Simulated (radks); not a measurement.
The numbers below are computed, except where a source is named.
Coulomb parameter of the 4f shell of the thulium ion Tm+ in the model configuration [Xe] 4f12 5d1 6s1, as a second difference U = [E(n + 0.5) + E(n - 0.5) - 2 E(n)] / (0.5)^2 with all orbitals relaxed. "Bare": the charge of the atom changes with n. "Screened": the 5d shell takes up the change at fixed total charge, which measures U(4f,4f) + U(5d,5d) - 2 U(4f,5d). Code: a radial shooting solver on a logarithmic mesh with Libxc functionals. Model: Dirac Kohn-Sham, BLYP, spin-unpolarised, spherical densities, finite nucleus; open shells are shared between the two j in proportion to 2j + 1; Fermi nuclear charge, rms radius 5.2256 fm.

case                   configuration  E - E(n) (eV)
start              [Xe] 4f12 5d1 6s1          0.000
bare +0.5        [Xe] 4f12.5 5d1 6s1         -6.049
bare -0.5        [Xe] 4f11.5 5d1 6s1         10.062
screened +0.5  [Xe] 4f12.5 5d0.5 6s1         -3.317
screened -0.5  [Xe] 4f11.5 5d1.5 6s1          4.668

U(bare) = 16.054 eV, U(screened by 5d) = 5.405 eV, against the Slater integral F0(4f,4f) = 33.438 eV with frozen orbitals.
